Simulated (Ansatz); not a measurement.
Consider the redistribution: `[CH3][Ga]([CH3])[CH]=O` + `N#[C][GaH][F]` → `[CH3][Ga]([CH3])[C]#N` + `O=[CH][GaH][F]`.

Gas-phase electronic energies from Ansatz, PBE0-D4/def2-TZVP geometries. CCSD(T)/CBS is the MP2 limit (def2-TZVPP, def2-QZVPP) plus CCSD(T) − MP2 in def2-TZVPP, frozen cores. DFT in def2-TZVPP. For Ga outer-core shells are correlated without core-valence functions, which leaves a few kJ/mol of doubt a bond. Scalar relativity is left out up to krypton. Each species was taken in one conformer, which may not be the lowest.

**Question.** Is it downhill or uphill in electronic energy at CCSD(T)/CBS, and by how much? (Estimate.)

**Answer.** Ansatz gave: Downhill: ΔE = -22.0 kJ/mol.

**Question.** What do these levels give: PBE-D4, ωB97X-V, ωB97M-V, B2PLYP, PBE, PBE0, MP2/def2-TZVPP, CCSD/def2-TZVPP, CCSD(T)/def2-TZVPP, SCS-MP2/def2-QZVPP, MP2/CBS(def2), CCSD/CBS(def2)? (An estimate is asked.)

**Answer.** Ansatz gave: PBE-D4 -24.9, ωB97X-V -24.2, ωB97M-V -24.8, B2PLYP -24.0, PBE -25.4, PBE0 -25.2, MP2/def2-TZVPP -20.5, CCSD/def2-TZVPP -21.5, CCSD(T)/def2-TZVPP -20.8, SCS-MP2/def2-QZVPP -21.3, MP2/CBS(def2) -21.7, CCSD/CBS(def2) -22.7 kJ/mol.

Largest T1 diagnostic among the species: 0.016.

In def2-TZVPP, CCSD(T) changes the Hartree–Fock value by +4.4 kJ/mol (the triples alone add +0.7 kJ/mol) and MP2 by +4.8 kJ/mol.
